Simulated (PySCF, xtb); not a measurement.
C₃H₇BFN, SMILES CB(N)/C=C\F. Other conformers were not sampled.

Harmonic wavenumbers (cm⁻¹) from GFN2-xTB (xtb) at its own minimum, in rising order: 28, 83, 175, 254, 272, 343, 461, 583, 618, 641, 756, 771, 844, 872, 878, 918, 1005, 1147, 1220, 1318, 1393, 1404, 1501, 1508, 1545, 1673, 3015, 3027, 3036, 3039, 3067, 3489, 3528.

Problem. What does ωB97X-D3(BJ)/def2-SVP run with PySCF 2.14.0 give at its own minimum? (Estimate from the structure and the level; the computed values follow.)

Solution. 56, 124, 191, 288, 289, 367, 499, 562, 650, 683, 787, 806, 856, 891, 905, 994, 1046, 1180, 1264, 1328, 1393, 1423, 1450, 1471, 1613, 1749, 3052, 3135, 3152, 3191, 3220, 3641, 3750. Paired by order, the mean absolute difference is 55 cm⁻¹ and the zero-point energies are 63.5 and 65.8 kcal/mol.
